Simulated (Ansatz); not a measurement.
## Molecular dynamics of LiGe₁₆

Input file:

```yaml
crystal:
  lattice:
    - [0.0, 5.66, 5.66]
    - [5.66, 0.0, 5.66]
    - [5.66, 5.66, 0.0]
  atoms:
    - { symbol: Ge, position: [-0.05836243, -0.02725645, -0.06216422] }
    - { symbol: Ge, position: [0.03001785, 0.15972463, 0.10137288] }
    - { symbol: Ge, position: [-0.01062827, -0.0358433, 0.48591888] }
    - { symbol: Ge, position: [0.22555126, 0.03086253, 0.55592586] }
    - { symbol: Ge, position: [0.0318469, 0.51758102, -0.02829456] }
    - { symbol: Ge, position: [0.0646604, 0.60345718, 0.20226123] }
    - { symbol: Ge, position: [-0.01320875, 0.39909778, 0.55196113] }
    - { symbol: Ge, position: [0.1910706, 0.58787428, 0.57514377] }
    - { symbol: Ge, position: [0.39945251, 0.00293925, 0.09464649] }
    - { symbol: Ge, position: [0.58957559, 0.1619637, 0.12353618] }
    - { symbol: Ge, position: [0.60993748, 0.02074641, 0.49673252] }
    - { symbol: Ge, position: [0.66553934, 0.19445902, 0.68947819] }
    - { symbol: Ge, position: [0.44460789, 0.53171214, 0.03031886] }
    - { symbol: Ge, position: [0.62625806, 0.63514808, 0.10411473] }
    - { symbol: Ge, position: [0.55997313, 0.57426366, 0.42945333] }
    - { symbol: Ge, position: [0.6368648, 0.65664783, 0.65110576] }
    - { symbol: Li, position: [0.26359069, 0.19372276, 0.7518893] }
basis:
  ecutwfc: 420.0
kpoints:
  mp_grid: { grid: [2, 2, 2] }
hamiltonian:
  xc: pbe
  dispersion: d3bj
scf:
  occupations: { method: fermi_dirac, width: 0.05 }
  lower_state_search: "off"
  max_iter: 51
md:
  timestep: 10
  n_steps: 200
  ensemble: nve
  temperature: 2100.0
  initial_velocities: maxwell_boltzmann
  seed: 505504
```

Run as:

```bash
$ ansatz run input.yaml --threads 2 --pin off --max-ram 5120MiB --backend cpu --events-out ev --progress --plain --runs-dir out
```

It goes on from the last frame of an earlier run, with new velocities.

Output, in part (warnings, step lines):

```
WARN: dispersion: an atom stands within reach of a switch of its C6 between two reference coordination numbers of its element: through that C6 alone, e_disp changes by 0.025 eV or more while the distances to its neighbours run over a stretch of 0.05 Å that contains this geometry (sites counted from …
md step     0: t =     0.00 fs  T =  2100.0 K  F+E_penalty+E_count = -68924.04088310 eV  E_kin = 4.343136 eV  conserved = -68919.69774713 eV  (9 SCF iters)
[... lines left out ...]
```

The steps, from the saved trajectory:

| time (fs) | T (K) | potential energy less start (eV) | conserved less start (meV/atom) |
| --- | --- | --- | --- |
| 0 | 2100 | 0.000 | 0.00 |
| 60 | 1491 | 1.273 | 0.82 |
| 120 | 1573 | 1.123 | 1.93 |
| 180 | 1525 | 1.231 | 2.48 |
| 240 | 1931 | 0.392 | 2.53 |
| 300 | 1493 | 1.298 | 2.53 |
| 360 | 1608 | 1.062 | 2.64 |
| 420 | 1670 | 0.933 | 2.51 |
| 480 | 1401 | 1.483 | 2.16 |
| 540 | 1468 | 1.364 | 3.27 |
| 600 | 1447 | 1.420 | 4.14 |
| 660 | 1732 | 0.795 | 2.06 |
| 720 | 1440 | 1.420 | 3.24 |
| 780 | 1558 | 1.192 | 4.21 |
| 840 | 1695 | 0.871 | 1.96 |
| 900 | 1206 | 1.918 | 4.02 |
| 960 | 1595 | 1.094 | 2.88 |
| 1020 | 1723 | 0.817 | 2.22 |
| 1080 | 1786 | 0.702 | 3.10 |
| 1140 | 1388 | 1.538 | 3.91 |
| 1200 | 1333 | 1.638 | 3.07 |
| 1260 | 1168 | 1.997 | 4.10 |
| 1320 | 1649 | 0.962 | 1.76 |
| 1380 | 1637 | 0.996 | 2.20 |
| 1440 | 1580 | 1.113 | 2.21 |
| 1500 | 1663 | 0.954 | 2.91 |
| 1560 | 1421 | 1.462 | 3.44 |
| 1620 | 1368 | 1.555 | 2.39 |
| 1680 | 1441 | 1.386 | 1.39 |
| 1740 | 1597 | 1.128 | 5.17 |
| 1800 | 1215 | 1.905 | 4.37 |
| 1860 | 1848 | 0.522 | 0.05 |
| 1920 | 1573 | 1.109 | 1.08 |
| 1980 | 1664 | 0.921 | 1.07 |

The run went to its last step. The conserved energy wandered by up to 5.2 meV per atom (net 0.3 meV per atom), which is poor conservation. A run of 2 ps of so small a system gives no equilibrium averages. Limits of this set-up: coarse k mesh, a small cell, in which the defect meets its images, a typed lattice constant that wasn't relaxed here.

Mean squared displacements from the first frame to the last, about the centre of mass: Ge 9.98 Å², Li 14.33 Å².

Last frame:

```xyz
17
Lattice="0.0000 5.6600 5.6600 5.6600 0.0000 5.6600 5.6600 5.6600 0.0000" Properties=species:S:1:pos:R:3
Ge 0.946 1.010 1.222
Ge 0.356 0.352 4.032
Ge 2.132 1.817 -0.977
Ge 3.759 5.257 2.809
Ge 2.436 -0.741 2.026
Ge 4.581 2.765 5.570
Ge 5.560 4.065 1.242
Ge 5.883 0.207 3.791
Ge 4.093 2.294 -2.906
Ge 0.591 4.437 1.235
Ge 3.757 5.991 5.321
Ge 3.563 10.896 5.676
Ge 2.088 4.038 4.809
Ge 2.693 3.169 12.287
Ge 6.343 3.748 3.917
Ge 7.566 7.186 6.479
Li 8.884 6.556 3.683
```

Time of the run: 33 min on 2 threads of Arm Neoverse V2, on a shared host, peak memory 1.3 GiB.
